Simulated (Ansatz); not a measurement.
Isolated molecules relaxed with PBE0-D4/def2-TZVP in Ansatz; ΔE leaves out vibrations. CCSD(T)/CBS is the MP2 limit (def2-TZVPP, def2-QZVPP) plus CCSD(T) − MP2 in def2-TZVPP, frozen cores. This one scheme is used for every species. DFT in def2-TZVPP. Each species was taken in one conformer, which may not be the lowest.

`[CH3][Al]([NH2])[SiH3]` + BH₃ → `[BH2][Al]([NH2])[SiH3]` + CH₄  (formal exchange of groups at the Al–C bond)

Is it downhill or uphill in electronic energy at CCSD(T)/CBS, and by how much? (Estimate.)

The calculation gave: Uphill: ΔE = +21.8 kJ/mol.

What do these levels give: PBE0-D4, PBE-QIDH, BLYP, RPA@PBE/def2-TZVPP, MP2/def2-TZVPP, CCSD/CBS(def2)? (An estimate is asked.)

Ansatz gave: PBE0-D4 15.7, PBE-QIDH 21.4, BLYP 16.8, RPA@PBE/def2-TZVPP 20.6, MP2/def2-TZVPP 29.2, CCSD/CBS(def2) 21.7 kJ/mol.

What do rigid-rotor, harmonic-oscillator terms from PBE0-D4/def2-TZVP frequencies (298.15 K, 1 bar) make of the CCSD(T)/CBS value? (An estimate is asked.)

Computed: ΔZPE = +6.6 kJ/mol, ΔH = +28.3 kJ/mol, ΔS = -7 J/(mol·K), ΔG = +30.5 kJ/mol. Modes under 50 cm⁻¹ make the entropy rough.

Largest T1 diagnostic among the species: 0.013.

From BLYP to BHLYP (50 % exact exchange), in def2-TZVPP and without D4, ΔE moves by +5.8 kJ/mol. At CCSD(T), def2-SVP lies −8.0 kJ/mol from the extrapolated value and def2-TZVPP −0.8 kJ/mol. Leaving LDA and LC-ωPBE aside and taking each functional with its dispersion term where it has one, the values, not all of them listed here, spread over 13.2 kJ/mol, from PBE-D4 to ωB97M-V.
